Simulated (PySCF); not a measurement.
Species: GeCl(SiH3)3.
SMILES: `[SiH3][Ge]([SiH3])([SiH3])[Cl]`

Method used: TDDFT PBE0/def2-SVPD, vertical, gas phase, core orbitals frozen in the response in PySCF 2.14.0, density-fitted response routines. Isolated species at its PBE0-D3(BJ)/def2-SVP geometry, gas phase. Relativistic effects, spin–orbit coupling among them, are left out although an element past zinc is present.

Relations used (vacuum, state to state): A = 0.6670 f ν̃² s⁻¹ (ν̃ in cm⁻¹); τ = 1/A; f = (2/3) ΔE |μ|² in atomic units; ∫σ dE = 109.76 f Mb·eV.

States that coincide in energy are taken one by one. These lifetimes count emission to the ground state at the vertical energy alone; relaxation of the geometry and all other decay channels are left out.

Energies and rates of the computed singlets with f of 0.002 or more:

```csv
state,E (eV),A (s⁻¹)
S3,6.25,7.40×10⁶
S4,6.27,1.07×10⁸
S5,6.29,1.19×10⁸
S6,6.33,1.22×10⁷
S7,6.57,3.69×10⁸
S8,6.57,3.64×10⁸
S9,6.85,2.62×10⁸
S10,6.86,2.71×10⁸
S11,6.96,1.50×10⁸
S12,6.97,1.55×10⁸
S13,7.38,3.40×10⁷
S14,7.41,4.70×10⁷
```

Go back from the rates to the oscillator strengths and transition dipoles.

f = A / (0.6670 ν̃²), and |μ| follows from f:

```csv
state,f,|μ| (D),τ,"main configurations (H = HOMO, L = LUMO)"
S3,0.0044,0.43,140 ns,"H-1/H→L+2 (≥40%), H-1/H→L+3 (≥38%)"
S4,0.063,1.62,9.3 ns,"H-1/H→L+1 (75%), H-1/H→L+3 (13%), H-1/H→L+2 (9%)"
S5,0.070,1.71,8.4 ns,"H-1/H→L+1 (≥77%), H-1/H→L+3 (≥11%)"
S6,0.0070,0.54,82 ns,"H-1/H→L+3 (≥47%), H-1/H→L+2 (≥37%)"
S7,0.197,2.81,2.7 ns,"H-1/H→L+3 (≥34%), H-1/H→L+2 (≥31%), H-1/H→L+1 (≥12%)"
S8,0.194,2.79,2.7 ns,"H-1/H→L+3 (≥34%), H-1/H→L+2 (≥33%), H-1/H→L+1 (≥9%)"
S9,0.129,2.22,3.8 ns,H-3/H-2→L (≥72%)
S10,0.133,2.26,3.7 ns,H-3/H-2→L (≥72%)
S11,0.071,1.64,6.7 ns,H-1/H→L+4 (≥91%)
S12,0.074,1.67,6.5 ns,H-1/H→L+4 (≥92%)
S13,0.014,0.72,29 ns,"H-4→L (43%), H-1/H→L+5 (≥28%), H-1/H→L+6 (≥14%)"
S14,0.020,0.84,21 ns,H-1/H→L+5 (≥78%)
```

Which computed singlets stay under f = 0.002?

S1 (5.26 eV, f 0.0011) and S2 (5.27 eV, f 0.0011).

How much energy does a mole of photons resonant with S7 carry?

6.571 eV × 96.485 = 634 kJ/mol (152 kcal/mol).

Suppose S3 emitted 0.3 eV lower with the same transition dipole. How would A change?

At fixed |μ|, A goes as the cube of the energy: (5.95/6.25)³ = 0.86, which makes τ about 160 ns.

All these states lie below the vertical ionisation energy of 9.42 eV (ΔSCF).

Time: 4.8 min wall, 3.5 min CPU (with the writing of density and orbital grids); peak memory 1.1 GiB. Hardware: AMD EPYC, one thread (shared host).
